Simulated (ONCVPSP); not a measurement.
## iron (Fe): excitation energies, all-electron against ONCV

- Element: Fe
- Generator: ONCVPSP 4.0.1
- Type: optimised norm-conserving Vanderbilt (ONCV)
- Functional: PBEsol
- Relativity: scalar-relativistic
- Frozen core: [Ne]
- Valence charge: 16
- Reference configuration: 3s2 3p6 3d6 4s2
- Partial waves: 3s+4s: rc 1.10 bohr, ncon 4, nbas 8, qcut 12.8 1/bohr, 2 projectors; 3p: rc 0.75 bohr, ncon 4, nbas 7, qcut 11.8 1/bohr, 3 projectors, debl 0.4 Ha; 3d: rc 2.40 bohr, ncon 4, nbas 8, qcut 9.3 1/bohr, 2 projectors, debl 0.3 Ha
- Local potential: polynomial inside 0.65 bohr (lpopt 5, dvloc0 0 Ha)
- Core correction: Teter function fitted to the true core (icmod 2), fcfact 0.3

In the p channel the program set the typed energies aside and used -2.202, 0.250, 0.650 Ha.

Energies are relative to the spin-unpolarised reference configuration 3s2 3p6 3d6 4s2; without spin polarisation the order of configurations can differ from experiment.

| valence configuration | charge | ΔE all-electron (eV) | error AE − PS (meV) |
| --- | --- | --- | --- |
| 3s2 3p6 3d6 4s1 | +1 | 8.745 | +6.6 |
| 3s2 3p6 3d6 4s0 | +2 | 24.862 | +25 |
| 3s1 3p6 3d6 4s2 | +1 | 101.631 | +73 |

Problem. What are ΔE and the potential's error for 3s2 3p6 3d5 4s0?

Solution. ΔE = 59.049 eV all-electron; the error (AE − PS) is +131 meV.

Levels in the configuration 3s2 3p6 3d5 4s0:

```csv
level,all-electron (eV),pseudo (eV)
3s,-130.868,-130.257
3p,-96.797,-96.239
3d,-43.177,-42.502
```

Note: ghosts flagged at negative energy: p at -556.2 eV; GHOST(+) flagged for d at 7.2 eV, s at 502.9 eV. A true bound ghost makes a file unfit for plane-wave use.
